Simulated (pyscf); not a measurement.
Optimised with ωB97X-D3(BJ)/def2-SVP in PySCF.

Question: Estimate by transition-state theory (the high-pressure limit) the rate constant of HO–CH₂–CH₂–La(OH)–OH -> H₃C–CH₂–O–La(OH)–OH (singlet surface; C–La, H–O broken, La–O, C–H formed) at 1200 K, with ωB97M-D3(BJ)/def2-TZVP energies (ideal gas, 1 atm, RRHO with modes under 100 cm⁻¹ raised to 100, one conformer, R ln 2 for chiral ones without a mode under 150 cm⁻¹; no tunnelling).

Answer: The electronic barrier is 31.6 kcal/mol and the thermal terms add +3.8, so ΔG‡ = 35.4 kcal/mol. With k_BT/h = 2.50e+13 s⁻¹ and RT = 2.385 kcal/mol, k = 8.8e+06 s⁻¹, a half-life of 7.9e-08 s through this channel alone. Wigner's tunnelling factor for 1648i cm⁻¹ would be 1.16. A shift of 1 kcal/mol in the barrier changes k by a factor 1.5. What is counted as formed (La–O) is already present as a longer contact in the reactant adduct; forming that adduct is a step of its own. At the saddle there is also a short H–La contact that neither side keeps. HO–CH₂–CH₂–La(OH)–OH is closed by a dative La–O, C–La contact. One saddle was located; it need not be the lowest between these sides. Elements past Kr carry the def2 core potentials, without spin-orbit coupling.
